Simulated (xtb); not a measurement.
Al2H4, SMILES [AlH2][AlH2]. All values are semi-empirical tight-binding results from xtb (GFN2-xTB unless named), good for trends rather than for accurate numbers. The structure is a stationary point at GFN2-xTB.

Optimised geometry:

Bonds (Å): Al1–Al2 2.580, Al1–H3 1.574, Al1–H4 1.574, Al2–H5 1.574, Al2–H6 1.574. Angles (°): Al2–Al1–H3 125.7, Al2–Al1–H4 125.7, H3–Al1–H4 108.5, Al1–Al2–H5 125.7, Al1–Al2–H6 125.7, H5–Al2–H6 108.5.
Charge 0, spin multiplicity 1.

A frequency run showed that this geometry is not a minimum.

For metal compounds this method's bond lengths and energies can be far off.

**Question.** Estimate the properties. (An estimate is asked for; the answer gives what the named calculation found.)

**Answer.** 
The point group as xtb finds it is D2d and the orbital gap is 2.24 eV.

Computed atomic charges and the Wiberg bond orders between heavy atoms:
charges (e) Al1 0.36, Al2 0.36, H3 -0.18, H4 -0.18, H5 -0.18, H6 -0.18. Bond orders Al1–Al2 0.94.
